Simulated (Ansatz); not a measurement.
Total energies of C2H6OSSn, SMILES `C[O][Sn][S]C`.

```xyz
11

C    -1.230    0.488   -0.991
O    -1.390    1.225    0.189
Sn   -1.156    0.749    2.092
S     0.639   -0.901    1.974
C     1.532   -0.643    0.414
H    -2.153    0.540   -1.581
H    -0.420    0.903   -1.603
H    -1.008   -0.571   -0.809
H     1.257   -1.406   -0.312
H     2.597   -0.726    0.632
H     1.334    0.342   -0.004
```

Total charge 0; spin multiplicity 1. Correlated methods include outer-core shells of Sn, which these sets cover unevenly. Sn: def2 effective core potential. All single points use the PBE0-D4/def2-TZVP geometry. It is one conformer, not always the lowest. Basis def2-TZVPP, the Gaussian-basis code of Ansatz.

```
             functional  energy without D4 (Eh)  D4 term (kJ/mol)
            LDA (SPW92)              -764.66473                 –
                    PBE              -767.29975             -29.0
                 revPBE              -767.58774             -79.4
                   BLYP              -767.55642             -62.1
                 r2SCAN              -767.62797              -7.1
                 B97M-V              -767.53727                 –
                   PBE0              -767.34663             -24.9
                  B3LYP              -767.75919             -47.0
                r2SCANh              -767.60486              -7.6
                r2SCAN0              -767.57182              -8.5
HSE06 (plane-wave form)              -767.32961             -23.5
                  BHLYP              -767.49579             -39.3
              CAM-B3LYP              -767.58203             -25.7
                LC-ωPBE              -767.47398                 –
                ωB97X-V              -767.52880                 –
                ωB97M-V              -767.52033                 –
                 B2PLYP              -767.20226                 –
               PBE-QIDH              -767.03983                 –
```

B3LYP takes the VWN-RPA correlation (the form of Gaussian; ORCA's B3LYP/G). HSE06 is the plane-wave form, built on full-range PBE exchange. The double hybrids freeze the cores in their second-order part.

LC-ωPBE has ω = 0.4 bohr⁻¹.
